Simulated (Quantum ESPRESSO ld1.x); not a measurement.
Results of a calculation; reference values are marked as such.
Problem. All-electron atom: the calcium ion Ca+ in [Ne] 3s2 3p5 4s1 3d1 (not the ground configuration). Code: ld1.x of Quantum ESPRESSO 7.5. Model: non-relativistic Kohn-Sham, LDA (Slater exchange, Perdew-Wang correlation), spin-polarised, spherical densities, point nucleus; open shells are filled with parallel spins first. Some entries of the table are withheld. Estimate them.

orbital,occ.,eigenvalue (hartree),<r^2> (bohr^2)
1s up,1,-144.383,0.008072
1s down,1,-144.370,0.008071
2s up,1,-15.4373,0.1602
2s down,1,-15.4154,0.1599
2p up,3,-12.6835,0.1339
2p down,3,-12.6606,0.1336
3s up,1,-2.06781,1.534
3s down,1,-1.99024,1.541
3p up,3,-1.38518,1.843
3p down,2,-1.30942,1.858
3d up,1,(1),4.045
4s up,1,-0.36694,13.29
3d down,0,(2),4.351
4s down,0,-0.31602,14.51
4p up,0,-0.24499,19.12
4p down,0,-0.20428,22.28
5s up,0,-0.10806,69.07
5s down,0,-0.09844,78.81

Solution. 
(1) 3d up eigenvalue (hartree): -0.39592
(2) 3d down eigenvalue (hartree): -0.32743
